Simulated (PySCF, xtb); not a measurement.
[(E)-2-germylethenyl]germane (C2H8Ge2), SMILES [GeH3]/[CH]=[CH]/[GeH3].

GFN2-xTB (xtb 6.7.1) at its own geometry gives an orbital gap of 4.14 eV and a dipole moment of 0.00 D.

Geometry optimised at PBE0-D3(BJ)/def2-SVP.

Problem. What does PySCF with PBE/def2-TZVP give? (Estimate from the structure and the level; the computed values follow.)

Solution. gap 5.12 eV (levels -6.81 and -1.68 eV), dipole 0.00 D.
